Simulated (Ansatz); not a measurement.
`C[S][AlH][O][InH2]` + `C1=NC1` → `[InH2][C]1=NC1` + `C[S][AlH][OH]`  (formal exchange of groups at the In–O bond)

Gas-phase electronic energies from Ansatz, PBE0-D4/def2-TZVP geometries. CCSD(T)/CBS is the MP2 limit (def2-TZVPP, def2-QZVPP) plus CCSD(T) − MP2 in def2-TZVPP, frozen cores. Functionals use def2-TZVPP. B3LYP here is the variant with VWN-RPA as its local correlation; programs differ in this. HSE06 is defined as in plane-wave codes. def2 core potentials past Kr. For In outer-core shells are correlated without core-valence functions, which leaves a few kJ/mol of doubt a bond. Each species was taken in one conformer, which may not be the lowest.

`C[S][AlH][O][InH2]`:

Z-matrix (Å, degrees):
```
C
S 1 1.822
H 1 1.089 2 109.0
H 1 1.089 2 111.1 3 -120.6
H 1 1.089 2 108.8 3 119.0
Al 2 2.177 1 102.0 3 118.9
O 6 1.672 2 120.0 1 -0.1
H 6 1.580 2 117.6 1 179.7
In 7 1.976 6 164.6 2 -175.4
H 9 1.708 7 112.3 6 -100.8
H 9 1.708 7 112.5 6 80.2
```

`C1=NC1`:

Z-matrix (Å, degrees):
```
C
N 1 1.527
C 1 1.442 2 49.5
H 1 1.086 2 116.4 3 -108.9
H 1 1.086 2 116.4 3 108.8
H 3 1.082 1 152.1 2 -180.0
```

`[InH2][C]1=NC1`:

Z-matrix (Å, degrees):
```
C
C 1 1.474
N 1 1.498 2 50.0
H 1 1.087 2 120.2 3 101.3
H 1 1.087 2 120.2 3 -101.3
In 2 2.140 1 150.9 3 180.0
H 6 1.714 2 117.0 1 -88.2
H 6 1.714 2 117.0 1 88.5
```

`C[S][AlH][OH]`:

Cartesian coordinates in Å:
```
C 0.929 -1.116 1.022
S 0.738 0.669 0.705
Al -0.786 0.627 -0.843
O -1.365 2.058 -1.531
H 0.260 -1.712 0.400
H 1.958 -1.402 0.812
H 0.706 -1.311 2.070
H -1.366 -0.749 -1.342
H -1.074 2.936 -1.293
```

```tsv
level	ΔE (kJ/mol)	difference from CCSD(T)/CBS
LDA (SPW92)	35.0	-11.0
PBE-D4	36.6	-9.4
revPBE-D4	35.5	-10.5
r2SCAN-D4	42.7	-3.3
B97M-V	47.2	1.2
PBE0-D4	35.1	-10.9
B3LYP-D4	44.2	-1.8
r2SCAN0-D4	39.7	-6.3
HSE06-D4	34.7	-11.3
BHLYP-D4	45.3	-0.7
CAM-B3LYP-D4	46.3	0.3
ωB97X-V	42.2	-3.8
ωB97M-V	39.7	-6.3
B2PLYP	44.9	-1.1
PBE-QIDH	37.4	-8.6
PBE	35.6	-10.4
revPBE	34.0	-12.0
r2SCAN	42.2	-3.8
PBE0	34.1	-11.9
B3LYP	42.8	-3.2
r2SCANh	40.9	-5.1
r2SCAN0	39.1	-6.9
HSE06	33.7	-12.3
CAM-B3LYP	45.0	-1.0
LC-ωPBE	38.6	-7.4
RPA@PBE/def2-TZVPP	42.7	-3.3
MP2/def2-SVP	56.0	10.0
CCSD/def2-SVP	55.4	9.4
CCSD(T)/def2-SVP	55.4	9.4
HF/def2-TZVPP	46.1	0.1
MP2/def2-TZVPP	40.1	-5.9
SCS-MP2/def2-TZVPP	43.7	-2.3
CCSD/def2-TZVPP	40.9	-5.1
CCSD(T)/def2-TZVPP	41.0	-5.0
HF/def2-QZVPP	47.5	1.5
MP2/def2-QZVPP	43.5	-2.5
SCS-MP2/def2-QZVPP	46.7	0.7
HF/CBS(def2)	47.7	1.7
MP2/CBS(def2)	45.1	-0.9
CCSD/CBS(def2)	45.9	-0.1
CCSD(T)/CBS	46.0	0
```

Largest T1 diagnostic among the species: 0.015.

In def2-TZVPP, CCSD(T) changes the Hartree–Fock value by −5.0 kJ/mol (the triples alone add +0.1 kJ/mol) and MP2 by −6.0 kJ/mol. Leaving LDA and LC-ωPBE aside and taking each functional with its dispersion term where it has one, the values spread over 12.4 kJ/mol, from HSE06-D4 to B97M-V.
